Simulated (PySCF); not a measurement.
These are PySCF 2.14.0 with PBE-D3(BJ)/def2-TZVP // B3LYP-D3(BJ)/def2-TZVP values and carry that method's errors. Isolated molecules, 0 K electronic values unless said otherwise. One relaxed conformer stands for a flexible species; it need not be the lowest. 

Reference species (SMILES): `[Br][Ga]([Br])[Br]` (neutral, multiplicity 1).

| Quantity | Result |
|---|---|
| S1 oscillator strength | 0.000 |
| LUMO | -3.24 eV |
| HOMO–LUMO gap | 4.17 eV |

Changed species: `[OH][Ga]([Br])[Br]` (H–O–Ga–Br torsion 180°) (1 of 3 Br replaced by OH; the reference has 0 of 3 Br replaced by OH).

### Question
What does the change do to the S1 oscillator strength, LUMO and HOMO–LUMO gap?

### Answer
the S1 oscillator strength rises by 0.015, to 0.015; the LUMO rises by 0.44 eV, to -2.80 eV; the HOMO–LUMO gap goes up by 0.45 eV, to 4.62 eV.
